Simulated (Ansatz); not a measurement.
**Relative stability**

The two ends of one reaction step of AlNH₄SF₂, singlet (PBE0-D4/def2-TZVP).

A:

```
atom    x (Å)    y (Å)    z (Å)
 Al1  -0.1362  -0.7217  -0.4759
  N2   0.3348   1.1943  -0.0735
  F3   0.9106  -0.9479  -1.7459
  F4  -1.7464  -0.5041  -0.8297
  H5   0.7080   1.2924   0.8656
  S6   0.3224  -1.8671   1.3487
  H7   1.0333   1.5247  -0.7330
  H8  -0.4877   1.7845  -0.1559
  H9  -0.9389  -1.7551   1.7994
```

B:

```xyz
9
angstrom
Al -0.1743 -0.2907 -0.8608
N 0.0560 1.4189 -0.4612
F 1.0849 -1.0839 -1.5927
F -1.7257 -0.8201 -1.1118
H 1.1902 -0.9138 1.6937
S 0.0764 -1.5552 1.3004
H 0.9147 1.9158 -0.6316
H -0.7036 2.0703 -0.3523
H -0.7184 -0.7412 2.0162
```

Program: Ansatz 0.2.0. Basis: def2-TZVPP. Cores are frozen in the correlated methods. B3LYP uses VWN-RPA correlation.

Q: Which structure is lower at CCSD(T), and by how much? (To be estimated.)

A: Computed: A, by 113.9 kJ/mol (electronic energy, against the other). By their contacts, A is AlNH₄SF₂ ([NH3][Al]([F])([F])[SH]) and B is AlNH₄SF₂ ([NH2][Al]([F])([F])[SH2]).

All methods give the same order:

```tsv
method	E(B) − E(A) (kJ/mol)
SPW92	114.1
PBE-D4	111.3
BLYP-D4	103.3
r2SCAN-D4	115.3
B97M-V	118.2
PBE0-D4	117.6
B3LYP-D4	109.1
r2SCAN0-D4	119.3
BHLYP-D4	115.5
CAM-B3LYP-D4	110.4
wB97X-V	113.9
wB97M-V	113.2
B2PLYP	111.8
PBE-QIDH	120.2
RPA on PBE	107.8
HF	120.6
MP2	115.1
CCSD	114.3
CCSD(T)	113.9
```

The T1 diagnostic stays at or below 0.012.

Labels in which every atom is bracketed show which atoms are joined, not bond orders.

For scale, one of the runs: CCSD(T)/def2-TZVPP, 233 basis functions, launched by `ansatz run in.yaml --threads 3 --pin off --events-out ev --progress --plain --max-ram 6092MiB`. The run took 65 s on 3 CPU threads of an Intel Xeon (shared host), with 4.4 GiB of host memory at its peak.
